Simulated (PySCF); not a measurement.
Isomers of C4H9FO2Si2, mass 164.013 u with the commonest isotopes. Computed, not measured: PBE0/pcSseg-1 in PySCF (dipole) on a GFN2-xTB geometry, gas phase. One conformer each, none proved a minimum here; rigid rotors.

Problem. Order these by dipole moment, largest first.
A. `[CH3:1][O:2][C:3]1=[C:4]([CH3:5])[O:6][Si@H:7]([F:8])[SiH2:9]1` with C1–O2–C3–C4 -165°
B. `[CH2:1]=[CH:2][Si@:3]([OH:4])([CH:5]=[O:6])[SiH2:7][CH2:8][F:9]` with C1–C2–Si3–O4 -7°, C2–Si3–O4–H -90°, C2–Si3–C5–O6 116°, C2–Si3–Si7–C8 48°, Si3–Si7–C8–F9 43°
C. `[CH3:1][O:2][C@@H:3]1[CH:4]=[C:5]([SiH2:6][F:7])[SiH2:8][O:9]1` with C1–O2–C3–C4 -177°, C4–C5–Si6–F7 178°

Solution. A (2.73 D), B (2.54 D), C (2.06 D).

Problem. Order these by rotational constant A, smallest first.
A. `[CH3:1][O:2][C:3]1=[C:4]([CH3:5])[O:6][Si@H:7]([F:8])[SiH2:9]1` with C1–O2–C3–C4 -165°
B. `[CH2:1]=[CH:2][Si@:3]([OH:4])([CH:5]=[O:6])[SiH2:7][CH2:8][F:9]` with C1–C2–Si3–O4 -7°, C2–Si3–O4–H -90°, C2–Si3–C5–O6 116°, C2–Si3–Si7–C8 48°, Si3–Si7–C8–F9 43°
C. `[CH3:1][O:2][C@@H:3]1[CH:4]=[C:5]([SiH2:6][F:7])[SiH2:8][O:9]1` with C1–O2–C3–C4 -177°, C4–C5–Si6–F7 178°

Solution. B (1259 MHz), A (1873 MHz), C (2770 MHz).

Problem. Order these by out-of-plane moment Σ m c² = (Ia + Ib − Ic)/2, smallest first.
A. `[CH3:1][O:2][C@@H:3]1[CH:4]=[C:5]([SiH2:6][F:7])[SiH2:8][O:9]1` with C1–O2–C3–C4 -177°, C4–C5–Si6–F7 178°
B. `[CH2:1]=[CH:2][Si@:3]([OH:4])([CH:5]=[O:6])[SiH2:7][CH2:8][F:9]` with C1–C2–Si3–O4 -7°, C2–Si3–O4–H -90°, C2–Si3–C5–O6 116°, C2–Si3–Si7–C8 48°, Si3–Si7–C8–F9 43°
C. `[CH3:1][O:2][C:3]1=[C:4]([CH3:5])[O:6][Si@H:7]([F:8])[SiH2:9]1` with C1–O2–C3–C4 -165°

Solution. C (26.68 u·Å²), A (28.64 u·Å²), B (159.76 u·Å²).

```json
{"SMILES": "CO[C@@H]1C=C([SiH2]F)[SiH2]O1", "point group": "C1", "Ia (u·Å²)": "182.43", "Ib (u·Å²)": "830.90", "Ic (u·Å²)": "956.05", "κ": "-0.93", "μa (D)": "1.42", "μb (D)": "1.24", "μc (D)": "0.83"}
{"SMILES": "COC1=C(C)O[Si@H](F)[SiH2]1", "point group": "C1", "Ia (u·Å²)": "269.81", "Ib (u·Å²)": "582.48", "Ic (u·Å²)": "798.93", "κ": "-0.62", "μa (D)": "1.74", "μb (D)": "1.65", "μc (D)": "1.30"}
{"SMILES": "C=C[Si@](O)(C=O)[SiH2]CF", "point group": "C1", "Ia (u·Å²)": "401.26", "Ib (u·Å²)": "640.28", "Ic (u·Å²)": "722.01", "κ": "-0.68", "μa (D)": "0.88", "μb (D)": "2.39", "μc (D)": "0.02"}
```
